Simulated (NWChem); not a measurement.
System: CrHS$_{3}$F; SMILES [Cr](=[S])([F])(=[S])[SH]

Input file for NWChem:

```
start job
memory heap 200 mb stack 900 mb global 1100 mb
geometry units angstroms
  Cr    -0.039087     0.261141    -0.061050
  S      0.957538    -0.539784    -1.670379
  S      1.203914     0.232699     1.576311
  F     -0.620140     1.830798    -0.405407
  S     -1.666211    -1.151684     0.456845
  H     -2.049573    -1.572609    -0.750075
end
basis spherical
  * library def2-svp
end
dft
  xc xpbe96 cpbe96
  disp vdw 4
  iterations 150
end
driver
  maxiter 120
end
task dft optimize
```

Parts of the log:

```
             Northwest Computational Chemistry Package (NWChem) 7.3.0
             --------------------------------------------------------

 C1  symmetry detected

                             Geometry "geometry" -> ""
                             -------------------------

 Output coordinates in angstroms (scale by  1.889725989 to convert to a.u.)

  No.       Tag          Charge          X              Y              Z
 ---- ---------------- ---------- -------------- -------------- --------------
    1 Cr                  24.0000     0.00895318     0.10229920     0.27707969
    2 S                   16.0000    -1.60300497     1.02393497    -0.60431720
    3 S                   16.0000     1.73723681     0.82365579    -0.57114896
    4 F                    9.0000    -0.01060274     0.30010557     1.97428846
    5 S                   16.0000    -0.05612588    -2.02819454    -0.33003100
    6 H                    1.0000    -1.36914701    -2.26647043    -0.33055406

 Effective nuclear repulsion energy (a.u.)     565.0233070681

                                Z-matrix (autoz)
                                --------

 Units are Angstrom for bonds and degrees for angles

      Type          Name      I     J     K     L     M      Value
      ----------- --------  ----- ----- ----- ----- ----- ----------
    1 Stretch                  1     2                       2.05540
    2 Stretch                  1     3                       2.05592
    3 Stretch                  1     4                       1.70881
    4 Stretch                  1     5                       2.21626
    5 Stretch                  5     6                       1.33447
    6 Bend                     1     5     6               101.57467
    7 Bend                     2     1     3               108.96700
    8 Bend                     2     1     4               111.40933
    9 Bend                     2     1     5               106.89066
   10 Bend                     3     1     4               112.25830
   11 Bend                     3     1     5               104.41566
   12 Bend                     4     1     5               112.52062
   13 Torsion                  2     1     5     6         -36.85663
   14 Torsion                  3     1     5     6        -152.24618
   15 Torsion                  4     1     5     6          85.75081

  pbe96 is a nonlocal functional; adding pw91lda local functional.

                           NWChem Geometry Optimization
                           ----------------------------

 maximum gradient threshold         (gmax) =   0.000450
 rms gradient threshold             (grms) =   0.000300
 maximum cartesian step threshold   (xmax) =   0.001800
 rms cartesian step threshold       (xrms) =   0.001200
 fixed trust radius                (trust) =   0.300000
 source of zmatrix                         =   autoz

[...]

      ----------------------
      Optimization converged
      ----------------------

  Step       Energy      Delta E   Gmax     Grms     Xrms     Xmax
  ---- ---------------- -------- -------- -------- -------- --------
@    6   -2338.22317368 -1.1D-07  0.00004  0.00001  0.00010  0.00022
                                     ok       ok       ok       ok

                                Z-matrix (autoz)
                                --------

 Units are Angstrom for bonds and degrees for angles

      Type          Name      I     J     K     L     M      Value     Gradient
      ----------- --------  ----- ----- ----- ----- ----- ---------- ----------
    1 Stretch                  1     2                       1.99368    0.00001
    2 Stretch                  1     3                       1.98886    0.00001
    3 Stretch                  1     4                       1.70870   -0.00004
    4 Stretch                  1     5                       2.18393   -0.00003
    5 Stretch                  5     6                       1.36793   -0.00001
    6 Bend                     1     5     6                95.02410    0.00001
    7 Bend                     2     1     3               110.80311   -0.00000
    8 Bend                     2     1     4               110.95859   -0.00001
    9 Bend                     2     1     5               108.26262    0.00000
   10 Bend                     3     1     4               111.88092    0.00000
   11 Bend                     3     1     5               102.50636    0.00001
   12 Bend                     4     1     5               112.09590   -0.00000
   13 Torsion                  2     1     5     6         -42.94904    0.00000
   14 Torsion                  3     1     5     6        -160.09651    0.00000
   15 Torsion                  4     1     5     6          79.76810   -0.00000

                         Geometry "geometry" -> "geometry"
                         ---------------------------------

 Output coordinates in angstroms (scale by  1.889725989 to convert to a.u.)

  No.       Tag          Charge          X              Y              Z
 ---- ---------------- ---------- -------------- -------------- --------------
    1 Cr                  24.0000    -0.00760466     0.09501535     0.23530476
    2 S                   16.0000    -1.57671628     0.99669037    -0.60113984
    3 S                   16.0000     1.69359028     0.77832251    -0.53579988
    4 F                    9.0000    -0.04555533     0.25528350     1.93604487
    5 S                   16.0000    -0.00510878    -1.99661775    -0.39288185
    6 H                    1.0000    -1.35129584    -2.17336342    -0.22621113

 Effective nuclear repulsion energy (a.u.)     577.1888945029

                Final and change from initial internal coordinates
                --------------------------------------------------

                                Z-matrix (autoz)
                                --------

 Units are Angstrom for bonds and degrees for angles

[...]
```

Level: PBE-D3(BJ)/def2-SVP. No frequency run checked for a minimum.
